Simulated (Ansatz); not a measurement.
Na₂, charge +1, doublet, geometry from GFN2-xTB (such geometries of metal compounds can be far from the true shape) (a state made from the parent by changing its charge; the spin is typed, not shown lowest). Base run: HF/def2-TZVP (Ansatz, a first-principles code).

Geometry (Å):
```xyz
2

Na     0.0000     0.0000    -1.6506
Na     0.0000     0.0000     1.6506
```
Charge +1, spin multiplicity 2.
Orbitals are unrestricted.
All else is at Ansatz's defaults.

Each row names what was changed in the base input (with any setting that the change needs).

```json
[
 {"change": "base", "basis functions": "64", "E (Eh)": "-323.55529"},
 {"change": "basis = ANO-RCC-VDZP; relativity = spin-free X2C", "basis functions": "36", "E (Eh)": "-323.97752"},
 {"change": "basis = ANO-RCC-VDZP; relativity = spin-free X2C; nucleus = Gaussian", "basis functions": "36", "E (Eh)": "-323.97740"},
 {"change": "basis = jorge-DZP-DKH; relativity = none", "basis functions": "48", "E (Eh)": "-323.51031"},
 {"change": "basis = jorge-DZP-DKH; relativity = spin-free X2C; nucleus = Gaussian", "basis functions": "48", "E (Eh)": "-323.96589"},
 {"change": "basis = ANO-RCC-VDZP; relativity = none", "basis functions": "36", "E (Eh)": "-323.48688"},
 {"change": "basis = x2c-TZVPall; relativity = spin-free X2C; nucleus = Gaussian", "basis functions": "64", "E (Eh)": "-323.97228"},
 {"change": "basis = jorge-DZP-DKH; relativity = spin-free X2C", "basis functions": "48", "E (Eh)": "-323.96601"},
 {"change": "basis = x2c-TZVPall; relativity = none", "basis functions": "64", "E (Eh)": "-323.51015"},
 {"change": "basis = x2c-TZVPall; relativity = spin-free X2C", "basis functions": "64", "E (Eh)": "-323.97240"}
]
```

Absolute energies of different levels of theory aren't comparable as measures of quality.

Ansatz warned in this series: the basis is contracted for relativity, which the run leaves out.

Basis sets contracted for a relativistic Hamiltonian are a mismatch without it, so the rows without relativity aren't non-relativistic limits. No row has spin-orbit coupling; sets with core potentials leave out the core electrons.
